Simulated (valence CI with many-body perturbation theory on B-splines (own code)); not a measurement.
## Ag¹³⁺: E2, E3, M1, M2 decay

Level of theory: configuration interaction combined with many-body perturbation theory (CI+MBPT): six valence electrons over a frozen Dirac-Fock core [Ar] 3d10, a basis of 9 s, 9 p, 8 d, 6 f, 3 g, 1 h functions for each j, with the one-electron correlation potential Σ1 (screened to all orders), the two-electron term Σ2, the three-electron term Σ3, Breit, model QED; selected single and double excitations, second order for the rest, scaled by the run's own slope (own B-spline code, finite nucleus).

No measured levels were compared; by estimate levels hold to about 250 cm⁻¹ or 0.2 % of their energy and the worst to 1 %, as in measured heavy ions of charge 2 to 7; those with d or f electrons hold less well. Among the levels kept, up to 1300 cm⁻¹ of a level comes from second order outside the variational space, and about a tenth of that is noise between levels of different J, which matters for small intervals.

Lines 1 to 41 of 41 in falling wavelength, among levels below 634510 cm⁻¹, chosen from the decays that carry over 1 % of a level's rate. Wavelengths and rates use the calculated energies, so an error of 1000 cm⁻¹ moves a line at 8863 Å by 8.9 % and its rate by three times that or more. Electric multipoles are in the length gauge, E1 and E2 with the static RPA response of the core. S is in atomic units (e²a₀⁴ for E2 and M2, e²a₀⁶ for E3), for M1 in squared Bohr magnetons. Weak lines are less certain than strong ones. Lines between different terms over intervals too small for the method are left out, as are lines whose strength nearly cancels. The highest levels of a list are the least certain.

Names give the largest LS component (configuration and term), which can be under half, so a name can repeat, a term be missing and a line seem to break the LS rules; names also repeat where a configuration has a term twice. Letters in brackets count levels of one name in rising energy.

```
λ vac (Å)                 Upper                 Lower  Type   A (s⁻¹)  S (a.u.)
    14090      4s2 4p3 4d 5D°_4      4s2 4p3 4d 5D°_3    M1  7.00e+00  6.53e+00
     8863  4s2 4p3 4d 3F°_4 [a]      4s2 4p3 4d 3G°_3    M1  9.39e+00  2.18e+00
     6038  4s2 4p3 4d 3F°_4 [a]  4s2 4p3 4d 3F°_3 [a]    M1  3.23e+01  2.37e+00
     5260      4s2 4p3 4d 3G°_5      4s2 4p3 4d 3G°_4    M1  7.68e+01  4.56e+00
     4963      4s2 4p3 4d 1G°_4      4s2 4p3 4d 3G°_3    M1  3.75e+01  1.53e+00
     4938      4s2 4p3 4d 3G°_4  4s2 4p3 4d 3D°_3 [a]    M1  1.01e+02  4.05e+00
     4653          4s2 4p4 3P_1          4s2 4p4 3P_0    M1  1.12e+02  1.26e+00
     4241  4s2 4p3 4d 3F°_4 [b]  4s2 4p3 4d 3F°_3 [b]    M1  1.81e+02  4.60e+00
     3761          4s2 4p4 3P_0          4s2 4p4 3P_2    E2  5.89e-01  3.96e-01
     3539  4s2 4p3 4d 3F°_4 [a]  4s2 4p3 4d 3D°_3 [a]    M1  7.54e+00  1.12e-01
     2694      4s2 4p3 4d 1G°_4  4s2 4p3 4d 3D°_3 [a]    M1  1.45e+01  9.47e-02
     2080          4s2 4p4 3P_1          4s2 4p4 3P_2    M1  2.06e+03  2.06e+00
     1924      4s2 4p3 4d 3G°_4      4s2 4p3 4d 5D°_4    M1  1.08e+03  2.56e+00
     1691  4s2 4p3 4d 3F°_4 [b]      4s2 4p3 4d 3G°_5    M1  7.87e+02  1.27e+00
     1668  4s2 4p3 4d 3F°_4 [a]      4s2 4p3 4d 5D°_4    M1  2.97e+02  4.59e-01
     1632  4s2 4p3 4d 3F°_4 [b]      4s2 4p3 4d 1G°_4    M1  3.36e+02  4.87e-01
     1499          4s2 4p4 1D_2          4s2 4p4 3P_2    M1  1.77e+03  1.11e+00
     1491  4s2 4p3 4d 3F°_4 [a]      4s2 4p3 4d 5D°_3    M1  2.88e+02  3.18e-01
     1453      4s2 4p3 4d 1G°_4      4s2 4p3 4d 5D°_4    M1  2.05e+02  2.09e-01
     1426  4s2 4p3 4d 3F°_4 [b]  4s2 4p3 4d 3F°_4 [a]    M1  6.34e+02  6.12e-01
     1409      4s2 4p3 4d 3G°_5      4s2 4p3 4d 5D°_4    M1  2.65e+02  3.02e-01
     1409      4s2 4p3 4d 3G°_5      4s2 4p3 4d 5D°_4    E2  6.33e+00  3.45e-01
     1317      4s2 4p3 4d 1G°_4      4s2 4p3 4d 5D°_3    M1  9.11e+01  6.95e-02
     1294      4s2 4p3 4d 1G°_4  4s2 4p3 4d 5D°_2 [a]    E2  5.43e+00  1.58e-01
     1280  4s2 4p3 4d 3F°_4 [b]      4s2 4p3 4d 3G°_4    M1  2.70e+03  1.89e+00
     1228  4s2 4p3 4d 3F°_4 [b]      4s2 4p3 4d 3G°_3    M1  4.54e+02  2.81e-01
     1187          4s2 4p4 1S_0          4s2 4p4 3P_1    M1  1.21e+04  7.49e-01
     1153  4s2 4p3 4d 3F°_4 [b]  4s2 4p3 4d 3F°_3 [a]    M1  1.36e+02  6.94e-02
     1016  4s2 4p3 4d 3F°_4 [b]  4s2 4p3 4d 3D°_3 [a]    M1  6.34e+02  2.22e-01
    768.6  4s2 4p3 4d 3F°_4 [b]      4s2 4p3 4d 5D°_4    M1  8.94e+02  1.35e-01
    733.8      4s2 4p3 4d 5D°_4          4s 4p5 3P°_2    E2  1.07e+01  1.82e-02
    728.8  4s2 4p3 4d 3F°_4 [b]      4s2 4p3 4d 5D°_3    M1  8.01e+01  1.04e-02
    531.2      4s2 4p3 4d 3G°_4          4s 4p5 3P°_2    E2  5.64e+01  1.92e-02
    487.5      4s2 4p3 4d 1G°_4          4s 4p5 3P°_2    E2  1.27e+01  2.81e-03
    375.4  4s2 4p3 4d 3F°_4 [b]          4s 4p5 3P°_2    E2  5.62e+02  3.37e-02
    214.9      4s2 4p3 4d 3G°_4          4s2 4p4 1D_2    M2  1.12e+02  4.14e-04
    211.3  4s2 4p3 4d 3F°_4 [a]          4s2 4p4 1D_2    M2  6.46e+01  2.19e-04
    208.3      4s2 4p3 4d 5D°_4          4s2 4p4 3P_2    M2  1.87e+02  5.89e-04
    207.4      4s2 4p3 4d 1G°_4          4s2 4p4 1D_2    M2  1.12e+02  3.46e-04
    182.2      4s2 4p3 4d 1G°_4          4s2 4p4 3P_2    M2  1.38e+01  2.23e-05
    181.5      4s2 4p3 4d 3G°_5          4s2 4p4 3P_2    E3  7.42e+00  1.68e+00
```
